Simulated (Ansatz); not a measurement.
Consider the ligand exchange at a B–Cl bond: `OB(Cl)Cl` + NH₃ → `NB(O)Cl` + HCl.

Calculated with Ansatz (gas phase, PBE0-D4/def2-TZVP geometries, no zero-point term in ΔE). CBS: MP2 limit from def2 TZ/QZ plus the TZ coupled-cluster correction, frozen cores. This one scheme is used for every species. DFT in def2-TZVPP. Each species was taken in one conformer, which may not be the lowest.

`OB(Cl)Cl`:

Z-matrix (Å, degrees):
```
B
O 1 1.341
Cl 1 1.762 2 121.4
Cl 1 1.745 2 118.8 3 180.0
H 2 0.962 1 113.4 3 0.0
```

NH₃:

Cartesian coordinates in Å:
```
N -0.137 0.158 -0.189
H -0.635 -0.699 0.014
H 0.784 -0.104 -0.517
H -0.012 0.645 0.691
```

`NB(O)Cl`:

```xyz
7

N    -0.274    0.971    0.453
B     0.120   -0.281   -0.012
O    -0.145   -0.663   -1.291
Cl    0.982   -1.393    1.091
H    -0.096    1.286    1.388
H    -0.760    1.624   -0.136
H     0.174   -1.544   -1.493
```

HCl:

Cartesian coordinates in Å:
```
Cl -0.247 0.553 -0.204
H 0.247 -0.553 0.204
```

```json
{"level": "B97M-V", "ΔE (eV)": "-0.28"}
{"level": "ωB97M-V", "ΔE (eV)": "-0.34"}
```

Task: What does CCSD(T)/CBS give? (Estimate.)

Result: The calculation gave: -0.33 eV. The listed levels differ from it by 0.05, -0.01 eV.

Task: What do rigid-rotor, harmonic-oscillator terms from PBE0-D4/def2-TZVP frequencies (298.15 K, 1 bar) make of the CCSD(T)/CBS value? (Best estimate.)

Result: Ansatz gave: ΔZPE = -0.05 eV, ΔH = -0.38 eV, ΔS = -8 J/(mol·K), ΔG = -0.35 eV.

Largest T1 diagnostic among the species: 0.011.

From BLYP to BHLYP (50 % exact exchange), in def2-TZVPP and without D4, ΔE moves by −0.08 eV. In def2-TZVPP, CCSD(T) changes the Hartree–Fock value by +0.09 eV (the triples alone add +0.03 eV) and MP2 by +0.12 eV. Leaving LDA and LC-ωPBE aside and taking each functional with its dispersion term where it has one, the values, not all of them listed here, spread over 0.13 eV, from CAM-B3LYP-D4 to revPBE-D4. LDA lies −0.10 eV from PBE without D4.
